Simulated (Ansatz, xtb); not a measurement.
**C6H2N2O: which of two isomers lies lower**

We compare X, `N#Cc1coc(C#N)c1`, a singlet, with Y, `N#Cc1cocc1C#N`, a singlet. Both are isolated molecules in the gas phase, relaxed with PBE0-D3(BJ)/def2-SVP.

X (Å):

```xyz
11

C    -1.1547    2.3144   -1.2943
C    -0.7062    1.1484   -1.9719
C    -0.2020    1.0852   -3.2500
C    -0.1703   -0.9500   -2.4899
C     0.0910   -2.3388   -2.5916
C    -0.6843   -0.1925   -1.4737
N    -1.5215    3.2625   -0.7382
N     0.2971   -3.4779   -2.6537
O     0.1189   -0.1676   -3.5617
H    -0.0304    1.8453   -4.0079
H    -1.0063   -0.5412   -0.4962
```

Y (Å):

| atom | x (Å) | y (Å) | z (Å) |
| --- | --- | --- | --- |
| C | -0.3299 | 2.0397 | -1.3745 |
| C | -0.6956 | 0.8644 | -2.0815 |
| C | -1.8312 | 0.6665 | -2.8189 |
| C | -0.7137 | -1.1961 | -2.9623 |
| C | 0.0471 | -0.3735 | -2.1768 |
| C | 1.3003 | -0.6775 | -1.5838 |
| N | -0.0340 | 3.0003 | -0.7983 |
| N | 2.3232 | -0.9284 | -1.1009 |
| O | -1.8344 | -0.5672 | -3.3418 |
| H | -2.6826 | 1.3045 | -3.0394 |
| H | -0.5707 | -2.2154 | -3.3106 |

Energies in hartree; the thermal terms are from GFN2-xTB frequencies at re-optimised GFN2-xTB minima (ideal gas, soft modes damped towards free rotors, one conformer each, 298.15 K, 1 atm) and include the zero-point energy:

|  | X | Y |
| --- | --- | --- |
| E, CCSD(T)/def2-SVP | −413.078280 | −413.079787 |
| E, MP2/def2-SVP | −413.003169 | −413.004770 |
| E, MP2/def2-TZVPP | −413.744853 | −413.746174 |
| zero-point energy | 0.065573 | 0.065605 |
| H(298 K) − E | 0.073834 | 0.073858 |
| G(298 K) − E | 0.033323 | 0.033965 |

Problem. Correct the CCSD(T) difference for the basis set by the MP2 change, then work out ΔE, ΔE₀, ΔH and ΔG for X → Y in kJ/mol (1 Eh = 2625.50 kJ/mol) and the equilibrium ratio [Y]/[X].

Solution. 1. Differences Y − X: CCSD(T) −0.001507, MP2 in the small set −0.001601, MP2 in the large set −0.001321 Eh.
2. ΔE = −0.001507 + (−0.001321 − (−0.001601)) = −0.001227 Eh = −3.22 kJ/mol.
3. ΔE₀ = ΔE + ΔZPE = −0.001227 + (+0.000032) Eh = −3.14 kJ/mol.
4. ΔH = ΔE + (+0.000024) Eh = −3.16 kJ/mol.
5. ΔG = ΔE + (+0.000642) Eh = −1.54 kJ/mol, so ΔS = (ΔH − ΔG)/T = −5.4 J/(mol K).
6. kT = 0.9442 mEh, so K = [Y]/[X] = exp(−ΔG/kT) = exp(+0.62) ≈ 1.9.

The two are too close for this level to say which is favoured. An error of 4 kJ/mol in ΔG would change K by a factor of 5. Mirror images and further conformers aren't counted.

As drawn, both hold the same kinds of bond in the same numbers.

Other levels gave ΔE = −2.9 (GFN2-xTB); −2.5 (HF/STO-3G, GFN2-xTB geometries); −0.9 (r2SCAN-D4/def2-SVP, GFN2-xTB geometries); −2.1 (PBE0-D3(BJ)/def2-SVP); −4.6 (HF/def2-SVP); −4.2 (MP2/def2-SVP); −4.0 (CCSD(T)/def2-SVP) kJ/mol. The correlated steps freeze 9 core orbitals. Programs: Ansatz 0.2.0, xtb 6.7.1.
